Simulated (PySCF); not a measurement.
Predicted microwave data (PBE0/def2-SVPD in PySCF (dipole) on a GFN2-xTB geometry, gas phase) for one isomer of C7H5F3:

```
Rotational constants : A = 2122, B = 1068, C = 811.8 MHz
Dipole components    : |μa| = 2.72 D, |μb| = 0.45 D, |μc| = 0.08 D
Inertial defect      : -88.76 u·Å²
κ                    : -0.61
```

Task: Which structure is it? (One computed conformer of each.)
A. `C=C1C=C(C(F)(F)F)C1=C`
B. `[F:1][C:2]([F:3])=[C:4]([F:5])[C:6]1=[CH:7][CH:8]=[CH:9][CH2:10]1` with C2–C4–C6–C7 180°
C. `[F:1][c:2]1[cH:3][cH:4][cH:5][cH:6][c:7]1[CH:8]([F:9])[F:10]` with C6–C7–C8–F9 -62°
D. `[F:1][C:2]1=[CH:3][C@@H:4]2[C:5]([CH:6]([F:7])[F:8])=[CH:9][C@H:10]12` with C4–C5–C6–F7 58°

Result: C. It is Fc1ccccc1C(F)F, an asymmetric top. The candidates at the same level (rigid rotor, commonest isotopes):

```csv
SMILES,A (MHz),B (MHz),C (MHz),μa (D),μb (D),μc (D),Δ (u·Å²),point group,rotor
C=C1C=C(C(F)(F)F)C1=C,2590,912.6,764.6,2.60,0.56,0.00,-87.87,Cs,asymmetric top
Fc1ccccc1C(F)F,2122,1068,811.8,2.72,0.45,0.08,-88.76,near Cs,asymmetric top
FC(F)=C(F)C1=CC=CC1,2784,887.7,675.9,1.92,1.01,0.00,-3.09,Cs,asymmetric top
FC1=C[C@@H]2C(C(F)F)=C[C@H]12,3242,774.6,728.0,0.43,1.69,0.43,-114.13,C1,near-prolate asymmetric top
```

`FC1=C[C@@H]2C(C(F)F)=C[C@H]12` has A 53 % too high; `FC(F)=C(F)C1=CC=CC1` has A 31 % too high; `C=C1C=C(C(F)(F)F)C1=C` has A 22 % too high. No structure here is proved a minimum.
